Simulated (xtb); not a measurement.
CH2I2, charge +3, doublet, at the geometry of the source list (a state made from the parent by changing its charge; the spin is typed, not shown lowest); GFN1-xTB in xtb.

xtb was given this input:
```
$ xtb mol.xyz --gfn 1 --chrg 3 --uhf 1 --json

# file mol.xyz
5

I     -1.79350000     0.95800000    -0.02460000
C     -0.00220000    -0.21880000     0.00700000
I      1.81210000     0.92210000    -0.03590000
H     -0.00510000    -0.80190000     0.92030000
H     -0.01130000    -0.85940000    -0.86690000
```

Output, abridged:

```
   ID    Z sym.   atoms
    1   53 I      1, 3
    2    6 C      2
    3    1 H      4, 5

           -------------------------------------------------
          |                Calculation Setup                |
           -------------------------------------------------

           -------------------------------------------------
          |                 G F N 1 - x T B                 |
           -------------------------------------------------

          ...................................................
          :                      SETUP                      :
          :.................................................:
          :  # basis functions                  28          :
          :  # atomic orbitals                  26          :
          :  # shells                           12          :
          :  # electrons                        17          :
          :  # halogen bonds                     0          :
          :  max. iterations                   250          :
          :  Hamiltonian                  GFN1-xTB          :
          :  restarted?                      false          :
          :  GBSA solvation                  false          :
          :  PC potential                    false          :
          :  electronic temp.          300.0000000     K    :
          :  accuracy                    1.0000000          :
          :  -> integral cutoff          0.2500000E+02      :
          :  -> integral neglect         0.1000000E-07      :
          :  -> SCF convergence          0.1000000E-05 Eh   :
          :  -> wf. convergence          0.2000000E-04 e    :
          :  Broyden damping             0.4000000          :
          :  net charge                          3          :
          :  unpaired electrons                  1          :
          ...................................................

 iter      E             dE          RMSdq      gap      omega  full diag
   1     -7.2187013 -0.721870E+01  0.110E+01    0.99       0.0  T
   2     -8.1012179 -0.882517E+00  0.166E+01    0.27       1.0  T
   3     -8.5192693 -0.418051E+00  0.826E+00    0.12       1.0  T
   4     -8.5230379 -0.376869E-02  0.588E+00    0.12       1.0  T
   5     -8.3778988  0.145139E+00  0.761E+00    0.12       1.0  T
   6     -8.6223776 -0.244479E+00  0.311E+00    0.35       1.0  T
   7     -8.6801770 -0.577994E-01  0.776E-01    0.22       1.0  T
   8     -8.6828833 -0.270623E-02  0.411E-01    0.21       1.0  T
[...]
         :: total energy              -8.636480260325 Eh    ::
[...]
        12                         -0.9998330             -27.2068
        13                         -0.8419191             -22.9098
        14                         -0.8396909             -22.8492
        15                         -0.8288702             -22.5547
        16                         -0.8261712             -22.4813
        17                         -0.8175096             -22.2456
        18                         -0.8158454             -22.2003
        19                         -0.8105834             -22.0571
        20                         -0.7806886             -21.2436
       ...                                ...                  ...
        26                         -0.3396977              -9.2436
      -------------------------------------------------------------
                  HL-Gap            0.0070372 Eh            0.1915 eV
             Fermi-level           -1.2007324 Eh          -32.6736 eV

  Mulliken/CM5 charges         n(s)   n(p)   n(d)
     1I     1.07730  1.09346   1.996  3.933 -0.005
     2C     0.15178  0.01310   1.157  2.691  0.000
     3I     1.07729  1.09345   1.996  3.933 -0.005
     4H     0.34682  0.40000   0.653  0.000  0.000
     5H     0.34681  0.39999   0.653  0.000  0.000

Wiberg/Mayer (AO) data.
largest (>0.10) Wiberg bond orders for each atom

 ---------------------------------------------------------------------------
     #   Z sym  total        # sym  WBO       # sym  WBO       # sym  WBO
 ---------------------------------------------------------------------------
     1  53 I    2.300 --     2 C    1.205     3 I    0.961
     2   6 C    3.860 --     1 I    1.205     3 I    1.205     5 H    0.725
                             4 H    0.725
     3  53 I    2.300 --     2 C    1.205     1 I    0.961
     4   1 H    0.870 --     2 C    0.725
     5   1 H    0.870 --     2 C    0.725
 ---------------------------------------------------------------------------

Topologies differ in total number of bonds
Writing topology from bond orders to xtbtopo.mol

 dipole moment from electron density (au)
     X       Y       Z
   0.0293   2.9593  -0.0953  total (Debye):    7.526

           -------------------------------------------------
          | TOTAL ENERGY               -8.636480260325 Eh   |
          | GRADIENT NORM               0.068472123894 Eh/α |
          | HOMO-LUMO GAP               0.191492935967 eV   |
           -------------------------------------------------

normal termination of xtb
```
